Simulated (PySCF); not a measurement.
**Broadened absorption spectrum of C2H11BNOP**

Compound: C2H11BNOP.
Atom-mapped SMILES: `[CH3:1][O:2][CH2:3][NH2+:4][BH2-:5][PH2:6]` (hydrogens: H7, H8, H9 on C1; H10, H11 on C3; H12, H13 on N4; H14, H15 on B5; H16, H17 on P6)

Theory: TDDFT CAM-B3LYP/def2-SVPD, vertical, gas phase, core orbitals frozen in the response in PySCF 2.14.0, density-fitted response routines. Geometry: PBE0-D3(BJ)/def2-SVP, one conformer, isolated molecule. Torsions of this conformer, `[CH3:1][O:2][CH2:3][NH2+:4][BH2-:5][PH2:6]`: C1–O2–C3–N4 82°, O2–C3–N4–B5 178°, C3–N4–B5–P6 -171°, H–P6–B5–N4 161°, H–P6–B5–N4 -103°.

Broadening: Gaussians 0.3 eV wide at half height, area fixed by f = 4.319×10⁻⁹ ∫ε dν̃. The width is an assumption, not a result. The curve ends short of the highest state used, and states not computed would add to its high-energy end.

```csv
λ (nm),ε (L mol⁻¹ cm⁻¹)
172.2,13341
175.8,8878
179.5,9497
183.1,6669
186.7,3444
190.3,3261
193.9,2640
197.6,1090
201.2,848
204.8,1749
208.4,2169
212.0,1420
215.7,509
219.3,194
222.9,500
226.5,1570
230.1,3086
233.8,3863
237.4,3166
241.0,1784
244.6,714
248.2,210
251.9,44
255.5,7
```

Problem. Locate the maxima and give the states behind the curve.

Solution. 234 nm (5.30 eV), ε about 3900, made up of S1 (100%); 208 nm (5.97 eV), ε about 2200, made up of S2 (100%); 191 nm (6.49 eV), ε about 3300, made up of S3 (91%) (hardly more than a shoulder); 179 nm (6.91 eV), ε about 9500, made up of S4 (11%), S5 (71%) and S6 (13%) (ε in L mol⁻¹ cm⁻¹; maxima over ε = 5, shares over 10%). At its high-energy end, 7.20 eV, the curve is still rising (ε about 13000, from S7). The states used: S1 5.30 eV (f 0.043); S2 5.97 eV (f 0.024); S3 6.47 eV (f 0.034); S4 6.76 eV (f 0.024); S5 6.90 eV (f 0.076); S6 6.98 eV (f 0.016); S7 7.25 eV (f 0.147); S8 7.46 eV (f 0.026); S9 7.61 eV (f 0.015); S10 7.80 eV (f 0.0080).

Problem. Coming from long wavelengths, where does ε first pass 100 L mol⁻¹ cm⁻¹?

Solution. At about 250 nm (4.96 eV), 0.34 eV below S1.

Problem. What would ε be at 6.91 eV, the highest of these maxima, with half the width (0.15 eV)?

Solution. About 15300 L mol⁻¹ cm⁻¹ against 9500, a factor of about 1.6; a lone state at its own centre would give exactly 2.

Problem. Does any computed singlet lie in the visible range?

Solution. No computed singlet lies in the visible range (380 to 750 nm); the lowest, at 234 nm, stands 2.04 eV above its violet end (3.26 eV).

The vertical ionisation energy (ΔSCF) is 8.26 eV, 0.46 eV above S10.

Time: 72 s wall. Hardware: x86-64 server, one thread, shared host.
